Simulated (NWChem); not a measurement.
All runs are NWChem calculations. System: Mg, charge 0, spin multiplicity 1. Level: RHF/def2-TZVP.

Input file:

```
start mol
memory heap 200 mb stack 900 mb global 1100 mb
geometry units angstroms nocenter noautoz
  Mg     0.000000     0.000000     0.000000
  symmetry group D2h
end
basis spherical
  * library def2-tzvp
end
scf
  rhf
  nopen 0
  maxiter 100
  thresh 1e-7
  semidirect memsize 60000000 filesize 0
end
task scf energy
```

Output (cleaned and shortened):

```
             Northwest Computational Chemistry Package (NWChem) 7.3.0
             --------------------------------------------------------

                                NWChem Input Module
                                -------------------

 Scaling coordinates for geometry "geometry" by  1.889725989
 (inverse scale =  0.529177249)

                             Geometry "geometry" -> ""
                             -------------------------

 Output coordinates in angstroms (scale by  1.889725989 to convert to a.u.)

  No.       Tag          Charge          X              Y              Z
 ---- ---------------- ---------- -------------- -------------- --------------
    1 Mg                  12.0000     0.00000000     0.00000000     0.00000000

 Effective nuclear repulsion energy (a.u.)       0.0000000000

            Nuclear Dipole moment (a.u.)
            ----------------------------
        X                 Y               Z
 ---------------- ---------------- ----------------
     0.0000000000     0.0000000000     0.0000000000

      Symmetry information
      --------------------

 Group name             D2h
 Group number             26
 Group order               8
 No. of unique centers     1

      Symmetry unique atoms

     1


 Summary of "ao basis" -> "" (spherical)
 ------------------------------------------------------------------------------
       Tag                 Description            Shells   Functions and Types
 ---------------- ------------------------------  ------  ---------------------
 *                         def2-tzvp                  on all atoms

 Summary of "ao basis" -> "ao basis" (spherical)
 ------------------------------------------------------------------------------
       Tag                 Description            Shells   Functions and Types
 ---------------- ------------------------------  ------  ---------------------
 Mg                        def2-tzvp                12       32   5s4p3d

                                 NWChem SCF Module
                                 -----------------

  ao basis        = "ao basis"
  functions       =    32
  atoms           =     1
  closed shells   =     6
  open shells     =     0
  charge          =   0.00
  wavefunction    = RHF
  use symmetry    = T
  symmetry adapt  = T

 Summary of "ao basis" -> "ao basis" (spherical)
 ------------------------------------------------------------------------------
       Tag                 Description            Shells   Functions and Types
 ---------------- ------------------------------  ------  ---------------------
 Mg                        def2-tzvp                12       32   5s4p3d

      Symmetry analysis of basis
      --------------------------

        ag         11
        au          0
        b1g         3
        b1u         4
        b2g         3
        b2u         4
        b3g         3
        b3u         4

 Forming initial guess at       0.0s

      Superposition of Atomic Density Guess
      -------------------------------------

 Sum of atomic energies:        -199.60663118

      Non-variational initial energy
      ------------------------------

 Total energy =    -199.606631
 1-e energy   =    -279.425814
 2-e energy   =      79.819183
 HOMO         =      -0.252992
 LUMO         =       0.054792

      Symmetry analysis of molecular orbitals - initial
      -------------------------------------------------

 !! scf_movecs_sym_adapt:   27 vectors were symmetry contaminated

  Symmetry fudging

 !! scf_movecs_sym_adapt:   25 vectors were symmetry contaminated

  Numbering of irreducible representations:

     1 ag          2 au          3 b1g         4 b1u         5 b2g
     6 b2u         7 b3g         8 b3u

  Orbital symmetries:

     1 ag          2 ag          3 b2u         4 b3u         5 b1u
     6 ag          7 b1u         8 b2u         9 b3u        10 ag
    11 ag         12 ag         13 b3g        14 b1g        15 b2g
    16 b1u

 Starting SCF solution at       0.1s

 ----------------------------------------------
         Quadratically convergent ROHF

 Convergence threshold     :          1.000E-07
 Maximum no. of iterations :          100
 Final Fock-matrix accuracy:          1.000E-09
 ----------------------------------------------

              iter       energy          gnorm     gmax       time
             ----- ------------------- --------- --------- --------
                 1     -199.6066311340  2.71D-07  2.23D-07      0.1
                 2     -199.6066311340  3.66D-09  1.65D-09      0.1

       Final RHF  results
       ------------------

         Total SCF energy =   -199.606631134000
      One-electron energy =   -279.425811441742
      Two-electron energy =     79.819180307742
 Nuclear repulsion energy =      0.000000000000

        Time for solution =      0.0s

       Symmetry analysis of molecular orbitals - final
       -----------------------------------------------

  Numbering of irreducible representations:

     1 ag          2 au          3 b1g         4 b1u         5 b2g
     6 b2u         7 b3g         8 b3u

  Orbital symmetries:

     1 ag          2 ag          3 b3u         4 b2u         5 b1u
     6 ag          7 b1u         8 b3u         9 b2u        10 ag
    11 ag         12 ag         13 b2g        14 b3g        15 b1g
    16 b1u

             Final eigenvalues
             -----------------

              1
    1  -49.0290
    2   -3.7673
    3   -2.2815
    4   -2.2815
    5   -2.2815
    6   -0.2530
    7    0.0548
    8    0.0548
    9    0.0548
   10    0.1586
   11    0.2005
   12    0.2005
   13    0.2005
   14    0.2005
   15    0.2005
   16    0.4048

                       ROHF Final Molecular Orbital Analysis
                       -------------------------------------

 Vector    4  Occ=2.000000D+00  E=-2.281485D+00  Symmetry=b2u
              MO Center= -1.7D-50,  3.2D-19,  1.5D-51, r^2= 1.7D-01
   Bfn.  Coefficient  Atom+Function         Bfn.  Coefficient  Atom+Function
  ----- ------------  ---------------      ----- ------------  ---------------
     7      0.866318  1 Mg py                10      0.216949  1 Mg py

 Vector    5  Occ=2.000000D+00  E=-2.281485D+00  Symmetry=b1u
              MO Center= -2.1D-50, -2.8D-50, -1.4D-17, r^2= 1.7D-01
   Bfn.  Coefficient  Atom+Function         Bfn.  Coefficient  Atom+Function
  ----- ------------  ---------------      ----- ------------  ---------------
     8      0.866318  1 Mg pz                11      0.216949  1 Mg pz

 Vector    6  Occ=2.000000D+00  E=-2.529920D-01  Symmetry=ag
              MO Center= -1.1D-28, -5.9D-35, -3.4D-34, r^2= 3.5D+00
   Bfn.  Coefficient  Atom+Function         Bfn.  Coefficient  Atom+Function
  ----- ------------  ---------------      ----- ------------  ---------------
     4      0.673435  1 Mg s                  5      0.441797  1 Mg s
     3     -0.294746  1 Mg s

 Vector    7  Occ=0.000000D+00  E= 5.479212D-02  Symmetry=b1u
              MO Center= -1.8D-48,  8.3D-48,  1.3D-18, r^2= 6.2D+00
   Bfn.  Coefficient  Atom+Function         Bfn.  Coefficient  Atom+Function
  ----- ------------  ---------------      ----- ------------  ---------------
    17      0.955974  1 Mg pz

 Vector    8  Occ=0.000000D+00  E= 5.479212D-02  Symmetry=b3u
              MO Center=  2.2D-19,  2.3D-50, -1.7D-50, r^2= 6.2D+00
   Bfn.  Coefficient  Atom+Function         Bfn.  Coefficient  Atom+Function
  ----- ------------  ---------------      ----- ------------  ---------------
    15      0.955974  1 Mg px

 Vector    9  Occ=0.000000D+00  E= 5.479212D-02  Symmetry=b2u
              MO Center=  1.4D-32,  1.8D-19, -2.2D-32, r^2= 6.2D+00
   Bfn.  Coefficient  Atom+Function         Bfn.  Coefficient  Atom+Function
  ----- ------------  ---------------      ----- ------------  ---------------
    16      0.955974  1 Mg py

 center of mass
 --------------
 x =   0.00000000 y =   0.00000000 z =   0.00000000

 moments of inertia (a.u.)
 ------------------
           0.000000000000           0.000000000000           0.000000000000
           0.000000000000           0.000000000000           0.000000000000
           0.000000000000           0.000000000000           0.000000000000

  Mulliken analysis of the total density
  --------------------------------------

    Atom       Charge   Shell Charges
 -----------   ------   -------------------------------------------------------
    1 Mg  12    12.00   2.00  0.72  1.26  1.20  0.82  5.11  0.88  0.01  0.00 -0.00  0.00 -0.00

       Multipole analysis of the density wrt the origin
       ------------------------------------------------

     L   x y z        total         open         nuclear
     -   - - -        -----         ----         -------
     0   0 0 0     -0.000000      0.000000     12.000000

     1   1 0 0      0.000000      0.000000      0.000000
     1   0 1 0      0.000000      0.000000      0.000000
     1   0 0 1      0.000000      0.000000      0.000000

     2   2 0 0     -9.869680      0.000000      0.000000
     2   1 1 0     -0.000000      0.000000      0.000000
     2   1 0 1     -0.000000      0.000000      0.000000
     2   0 2 0     -9.869680      0.000000      0.000000
     2   0 1 1     -0.000000      0.000000      0.000000
     2   0 0 2     -9.869680      0.000000      0.000000

 Task  times  cpu:        0.1s     wall:        0.1s

 Total times  cpu:        0.1s     wall:        0.1s
```
